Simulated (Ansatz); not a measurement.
Reactions of C₂H₇FOSi, SMILES `OCC(F)[SiH3]`.

Computed with Ansatz on PBE0-D4/def2-TZVP structures; ΔE is electronic, products minus reactants. CCSD(T)/CBS adds triple-zeta CCSD(T) − MP2 to the extrapolated MP2 energy (def2 sets, frozen cores). This one scheme is used for every species. Functionals use def2-TZVPP. For Br, Ga outer-core shells are correlated without core-valence functions, which leaves a few kJ/mol of doubt a bond. Scalar relativity is left out up to krypton. Each species was taken in one conformer, which may not be the lowest.

| reaction | PBE-D4 (kcal/mol) | ωB97M-V (kcal/mol) | ωB97X-V (kcal/mol) |
| --- | --- | --- | --- |
| `OCC(F)[SiH3]` + `[SiH3]Cl` → `FC([SiH3])[SiH2]Cl` + CH₃OH | -1.5 | -0.3 | 0.2 |
| `OCC(F)[SiH3]` + HBr → `FC([SiH3])CBr` + H₂O | -5.7 | -4.7 | -4.1 |
| `OCC(F)[SiH3]` + `[GaH3]` → `F[CH]([SiH3])[GaH2]` + CH₃OH | -0.6 | 1.4 | 1.7 |
| `OCC(F)[SiH3]` → `CO[SiH](C)F` | -85.4 | -90.8 | -89.2 |
| `OCC(F)[SiH3]` + `OCO` → `OCOCO` + `FC[SiH3]` | 6.9 | 7.0 | 6.4 |
| `OCC(F)[SiH3]` + `[SiH3]CS` → `OCSC[SiH3]` + `FC[SiH3]` | 1.1 | 3.1 | 3.1 |

Task: Give the CCSD(T)/CBS values in the same order. (Best estimate.)

Result: Computed: -0.6, -7.1, -0.9, -92.7, 7.5, 2.7 kcal/mol.

Largest T1 diagnostic: 0.013, for `F[CH]([SiH3])[GaH2]`.
